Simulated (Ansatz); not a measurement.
Basis sets compared for SnH3(nBu) (C4H12Sn). Total charge 0; singlet. Geometry PBE-D4/def2-SVP. Ansatz on 4 threads of Intel Xeon on a shared host; times are rough, and most runs start from earlier orbitals.

| atom | x (Å) | y (Å) | z (Å) |
| --- | --- | --- | --- |
| Sn1 | -2.181 | -1.831 | 0.441 |
| H2 | -3.616 | -1.906 | -0.526 |
| H3 | -1.486 | -3.415 | 0.538 |
| H4 | -2.609 | -1.318 | 2.040 |
| C5 | -0.736 | -0.444 | -0.422 |
| C6 | 0.564 | -0.334 | 0.383 |
| C7 | 1.615 | 0.603 | -0.239 |
| C8 | 1.198 | 2.074 | -0.301 |
| H9 | -0.535 | -0.792 | -1.458 |
| H10 | -1.252 | 0.535 | -0.509 |
| H11 | 0.339 | 0.015 | 1.417 |
| H12 | 1.016 | -1.343 | 0.500 |
| H13 | 2.556 | 0.514 | 0.347 |
| H14 | 1.862 | 0.240 | -1.262 |
| H15 | 2.007 | 2.707 | -0.718 |
| H16 | 0.303 | 2.226 | -0.939 |
| H17 | 0.955 | 2.467 | 0.709 |

In the def2 sets Sn takes a core potential, while STO-3G treats all electrons; there is no spin–orbit coupling.

STO-3G and 6-31G are all-electron sets without relativity, so their totals don't compare with the def2 sets.

Binding counts from free atoms (Sn triplet, H doublet, C triplet) in the same basis, without a counterpoise term.

| level | functions | energy (Eh) | HOMO (eV) | LUMO (eV) | binding per atom (eV) | wall time |
| --- | --- | --- | --- | --- | --- | --- |
| HF/STO-3G | 59 | -6119.9280 | -8.57 | 11.30 | 3.73 | 0.71 s |
| HF/def2-TZVP | 246 | -371.8329 | -10.39 | 2.57 | 2.76 | 2.8 s |
| PBE-D4/def2-SVP | 142 | -373.5635 | -6.57 | -0.14 | 3.73 | 1.7 s |
| PBE-D4/def2-TZVP | 246 | -373.7454 | -6.60 | -0.51 | 3.71 | 2.8 s |
| BLYP-D4/def2-TZVP | 246 | -373.8369 | -6.48 | -0.47 | 3.64 | 3 s |
| PBE0-D4/def2-SVP | 142 | -373.6143 | -7.73 | 0.67 | 3.70 | 2.2 s |
| PBE0-D4/def2-TZVP | 246 | -373.7898 | -7.73 | 0.26 | 3.68 | 4.7 s |

Estimate the rows for PBE-D4/def2-TZVPD, BLYP-D4/def2-TZVPD, PBE0-D4/def2-TZVPD.


```
             level  functions  energy (Eh)  HOMO (eV)  LUMO (eV)  binding per atom (eV)  wall time
 PBE-D4/def2-TZVPD        312    -373.7461      -6.61      -0.64                   3.71      4.4 s
BLYP-D4/def2-TZVPD        312    -373.8377      -6.49      -0.62                   3.64      5.5 s
PBE0-D4/def2-TZVPD        312    -373.7904      -7.74      -0.01                   3.68      7.5 s
```
